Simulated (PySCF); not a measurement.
SMILES C[CH]S (C2H5S), doublet (B3LYP/def2-SVP optimised geometry):

```
8

C      0.846     0.563     0.560
C      0.023    -0.548     0.000
S     -1.722    -0.548     0.000
H      0.808     0.609     1.668
H      1.904     0.445     0.275
H      0.510     1.550     0.192
H      0.446    -1.550    -0.118
H     -1.904     0.796     0.000
```

Method: unrestricted B3LYP/def2-TZVP (PySCF).

Q: What are the frontier orbital energies (α orbitals alone; a β orbital can be the lowest empty one) and the dipole moment?

A: HOMO-2 -9.43 eV, HOMO-1 -8.24 eV, HOMO -4.84 eV, LUMO 0.20 eV, LUMO+1 1.28 eV; dipole moment 1.15 D.

On the same geometry unrestricted PBE/def2-TZVP (PySCF 2.14.0) gives HOMO-2 -8.32 eV, HOMO-1 -7.12 eV, HOMO -3.82 eV, LUMO -0.50 eV, LUMO+1 0.66 eV; dipole moment 1.14 D.

Meta-Löwdin charges at B3LYP/def2-TZVP: C1 -0.32, C2 -0.27, S3 0.04, H4 0.11, H5 0.12, H6 0.11, H7 0.12, H8 0.09.
